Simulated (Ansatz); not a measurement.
## A relaxation, step by step

CH5FTe (SMILES CF.[TeH2]), closed shell, PBE0-D4/def2-TZVP (Ansatz 0.2.0). Settings:

```yaml
hamiltonian: {xc: pbe0, dispersion: d4}
relax: {f_tol: 0.005, max_steps: 200}
```

Start (the SMILES describes the start alone):

C1  (-0.052, -0.029, -1.479)
F2  (-0.437, 0.024, -2.801)
H3  (0.128, -1.082, -1.167)
H4  (-0.843, 0.401, -0.825)
H5  (0.886, 0.549, -1.323)
Te6  (0.883, -0.044, 2.392)
H7  (-0.165, 1.266, 2.509)
H8  (-0.400, -1.085, 2.694)
(Å)

```csv
step,energy less the last (meV),largest force component (eV/Å)
1,37.4,0.778
2,6.8,0.397
3,0.6,0.125
4,0.2,0.066
5,0.1,0.016
6,0.1,0.002
7,0.0,0.014
8,0.0,0.017
9,0.0,0.008
10,0.0,0.007
11 (rejected trial),0.0,0.016
12,0.0,0.003
```

Step 4, positions (Å) and forces (eV/Å):

```
atom       x       y       z      Fx      Fy      Fz
  C1  -0.050  -0.029  -1.476   0.018  -0.002   0.066
  F2  -0.425   0.017  -2.799  -0.014   0.001  -0.052
  H3   0.120  -1.068  -1.184  -0.001  -0.007  -0.005
  H4  -0.843   0.399  -0.860  -0.008   0.003  -0.003
  H5   0.870   0.544  -1.340   0.005   0.005  -0.006
 Te6   0.870  -0.042   2.417  -0.006   0.001   0.001
  H7  -0.153   1.257   2.532   0.002  -0.017   0.002
  H8  -0.389  -1.079   2.709   0.004   0.016  -0.003
```

Step 5, positions (Å) and forces (eV/Å):

```csv
atom,x,y,z,Fx,Fy,Fz
C1,-0.050,-0.029,-1.475,0.004,-0.001,0.016
F2,-0.423,0.016,-2.801,-0.001,0.000,-0.006
H3,0.119,-1.067,-1.183,-0.001,-0.003,-0.003
H4,-0.845,0.400,-0.862,-0.004,0.002,-0.003
H5,0.869,0.545,-1.340,0.002,0.002,-0.004
Te6,0.871,-0.042,2.418,-0.002,0.001,0.000
H7,-0.153,1.254,2.534,0.001,-0.003,0.002
H8,-0.388,-1.077,2.709,0.001,0.003,-0.002
```

Step 8, positions (Å) and forces (eV/Å):

```csv
atom,x,y,z,Fx,Fy,Fz
C1,-0.052,-0.030,-1.478,-0.006,0.000,-0.017
F2,-0.410,-0.006,-2.809,0.002,-0.001,0.008
H3,0.115,-1.064,-1.170,0.000,0.004,0.003
H4,-0.856,0.406,-0.882,0.005,-0.002,0.001
H5,0.864,0.548,-1.342,-0.001,-0.002,0.004
Te6,0.872,-0.037,2.408,-0.003,0.008,0.002
H7,-0.143,1.259,2.591,0.005,-0.006,-0.001
H8,-0.389,-1.075,2.683,-0.001,-0.001,0.000
```

Last step (12):

```tsv
atom	x (Å)	y (Å)	z (Å)
C1	-0.0529	-0.0306	-1.4810
F2	-0.4097	-0.0141	-2.8121
H3	0.1160	-1.0626	-1.1667
H4	-0.8576	0.4081	-0.8874
H5	0.8626	0.5492	-1.3465
Te6	0.8717	-0.0357	2.4103
H7	-0.1396	1.2600	2.6103
H8	-0.3906	-1.0744	2.6730
```

The run took about 22 s on 4 CPU threads of an AMD EPYC 7R43 (shared host).
